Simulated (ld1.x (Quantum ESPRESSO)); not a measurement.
# Configuration tests for molybdenum (ultrasoft)

* Element: molybdenum (Mo)
* Generator: ld1.x (Quantum ESPRESSO) 7.5
* Type: ultrasoft
* Functional: PBEsol
* Relativity: scalar-relativistic
* Frozen core: [Ar] 3d10 4s2
* Valence charge: 12
* Reference configuration: 4p6 4d4 5s0 5p0 (charge +2)
* Partial waves: 5s (bound, empty): rcut 2.00, rcutus 2.60 bohr; 5s channel at 0.6 Ry: rcut 2.00, rcutus 2.60 bohr; 4p (bound): rcut 1.90, rcutus 2.20 bohr; 5p (bound, empty): rcut 1.90, rcutus 2.20 bohr; 4d (bound): rcut 1.30, rcutus 1.70 bohr; 4d channel at -0.25 Ry: rcut 1.30, rcutus 1.70 bohr
* Local potential: all-electron potential smoothed inside 2.10 bohr (lloc = -2)
* Core correction: a·sin(br)/r model core, default radius (core density twice the valence density)
* Augmentation charge: built from norm-conserving waves at rcut, not smoothed further

Energies are relative to the spin-unpolarised reference configuration 4p6 4d4 5s0 5p0; without spin polarisation the order of configurations can differ from experiment.

Problem. Give the all-electron excitation energy and the error of the potential for: 4p6 4d5 5s1 5p0; 4p6 4d5 5s0 5p0; 4p6 4d3 5s0 5p0; 4p6 4d5 5s0.5 5p0; 4p6 4d4 5s1 5p0; 4p6 4d5.5 5s0.5 5p0; 4p6 4d2 5s0 5p0.

Solution.

```
valence configuration  charge  ΔE all-electron (eV)  error AE − PS (meV)
      4p6 4d5 5s1 5p0       0               -22.359                  -12
      4p6 4d5 5s0 5p0      +1               -15.455                  -28
      4p6 4d3 5s0 5p0      +3                26.724                  -79
    4p6 4d5 5s0.5 5p0    +0.5               -19.618                  -18
      4p6 4d4 5s1 5p0      +1               -14.276                 -1.9
  4p6 4d5.5 5s0.5 5p0       0               -22.073                  -29
      4p6 4d2 5s0 5p0      +4                66.199                 -442
```

These tests converged, but a pseudo level misses the all-electron one widely, so the file describes the atom poorly there or has found another state: 4p6 4d3 5s0 5p0: empty 5p by 2.9 eV; 4p6 4d2 5s0 5p0: empty 5p by 4.4 eV.

A Bessel basis up to 400 Ry misses an occupied level by 1.18 Ry, so cutoffs and ghosts were not judged.
